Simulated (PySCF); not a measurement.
A side-by-side comparison of computed properties.

First species: Z-3-amino-2-propenenitrile, C3H4N2.
Geometry (PBE0-D3(BJ)/def2-SVP, Å), atoms numbered from 1 in this order:
```
atom  x, y, z in Å
N1     2.285   -1.288   -0.566
C2     1.628   -0.347   -0.372
C3     0.766    0.748   -0.123
C4    -0.553    0.540    0.143
N5    -1.176   -0.653    0.185
H6     1.168    1.760   -0.148
H7    -1.193    1.406    0.335
H8    -2.142   -0.726    0.462
H9    -0.650   -1.509    0.058
```

Second species: selenium tetrafluoride, SeF₄.
Structure used (PBE0-D3(BJ)/def2-SVP), in Å, numbered top down from 1:
```xyz
5
SeF4 angstrom
F     -0.071    1.371   -0.373
Se    -0.029   -0.339   -0.410
F     -1.765   -0.282   -0.029
F      0.219   -0.673    1.249
F      1.738   -0.182   -0.534
```

Levels: B3LYP/def2-SVPD for dipole moment, HOMO energy, LUMO energy, HOMO–LUMO gap, static isotropic polarisability and electronic spatial extent ⟨r²⟩ about the centre of nuclear charge; TDDFT B3LYP/def2-SVPD for lowest singlet excitation; TDA B3LYP/def2-SVPD for lowest triplet excitation (Tamm–Dancoff); ΔSCF B3LYP/def2-SVPD for vertical ionisation energy; PBE0-D3(BJ)/def2-SVP for rotational constant A and rotational constant C. Geometries: PBE0-D3(BJ)/def2-SVP. Each species is one conformer at its optimised geometry, gas phase, non-relativistic unless stated. Electronic properties by PySCF.

Dipoles, sizes and rotational constants follow the conformer. The torsions of the flexible species, by atom-mapped SMILES:
- `[N:1]#[C:2]/[CH:3]=[CH:4]\[NH2:5]`: H–N5–C4–C3 175°, H–N5–C4–C3 3°

Question: Which has the higher ⟨r²⟩?

Answer: The second: 453 bohr² against 419 bohr², a difference of 34 bohr².

Question: Which of the two has the higher dipole moment, and by how much?

Answer: The first: 5.33 D against 1.93 D, a difference of 3.40 D.

Question: Which of the two has the higher static isotropic polarisability, and by how much?

Answer: The first: 52.6 au against 33.6 au, a difference of 19.0 au.

Question: Which has the higher rotational constant A?

Answer: The first: 12.907 GHz against 5.186 GHz, a difference of 7.721 GHz.

Question: Which of the two has the higher S1 energy, and by how much?

Answer: The second: 6.08 eV against 5.30 eV, a difference of 0.78 eV.

Question: Which of the two has the higher T1 energy, and by how much?

Answer: The second: 4.86 eV against 3.45 eV, a difference of 1.41 eV.

Question: Which has the higher LUMO energy?

Answer: The first: -0.91 eV against -3.37 eV, a difference of 2.46 eV.

Question: Which has the higher HOMO energy?

Answer: The first: -6.47 eV against -10.36 eV, a difference of 3.89 eV.

On the first: The dipole matches unit charges of opposite sign 1.11 Å apart (1 e·Å = 4.8032 D). The principal polarisabilities are 33.4, 51.2 and 73.1 au; their mean is the isotropic value.

On the second: No computed singlet falls in the visible range (750 to 380 nm, 1.65 to 3.26 eV); S1 lies 2.82 eV above its blue end. The polarisability is 4.97 Å³ as a volume (1 au = 0.148185 Å³), or 0.48 au for each of the 70 electrons. The calculation is non-relativistic and has no spin–orbit coupling, an omission that weighs most on selenium.
